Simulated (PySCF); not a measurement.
SMILES C(SC)C[SeH] (GFN2-xTB optimised geometry):

```
13

C      1.657    -1.588     0.000
S     -0.158    -1.588     0.000
C     -0.481     0.209     0.000
C     -0.273     0.803    -1.373
Se    -0.632     2.747    -1.399
H      2.033    -1.177    -0.933
H      1.964    -2.624     0.094
H      2.018    -1.014     0.849
H     -1.518     0.313     0.318
H      0.169     0.671     0.744
H      0.764     0.712    -1.698
H     -0.920     0.330    -2.113
H     -2.033     2.624    -1.063
```

Calculation: B3LYP/def2-TZVP in PySCF.

Question: What are the frontier orbital energies and the dipole moment?

Answer: HOMO-2 -8.32 eV, HOMO-1 -6.42 eV, HOMO -6.23 eV, LUMO -0.25 eV, LUMO+1 0.35 eV; dipole moment 0.95 D.

Meta-Löwdin charges at B3LYP/def2-TZVP: C1 -0.39, S2 0.04, C3 -0.25, C4 -0.26, Se5 -0.05, H6 0.12, H7 0.14, H8 0.12, H9 0.13, H10 0.12, H11 0.12, H12 0.13, H13 0.05.
